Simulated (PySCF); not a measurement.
**Electron correlation in Ga⁻ (gallium, charge -1)**

[Ar] 3d10 4s2 4p2, high-spin 3P determinant. Calculation: PySCF 2.14, in aug-cc-pwCVDZ-PP with ECP10MDF (6s5p4d1f, 48 functions); a scalar-relativistic core potential. Frozen: 3s2 3p6 3d10; 4 electrons correlated.

```csv
level,correlation energy (mhartree)
CCSD,-56.12
(T),-1.68
CCSD(T),-57.80
CCSDT,-58.40
```

Diagnostics: T1 = 0.014, D1 = 0.0337, largest double amplitude 0.084.

**Question.** Is a single reference adequate?

**Answer.** Mostly. T1 lies below 0.03, but a double amplitude of this size points to a near-degeneracy that CCSD handles and MP2 describes poorly.
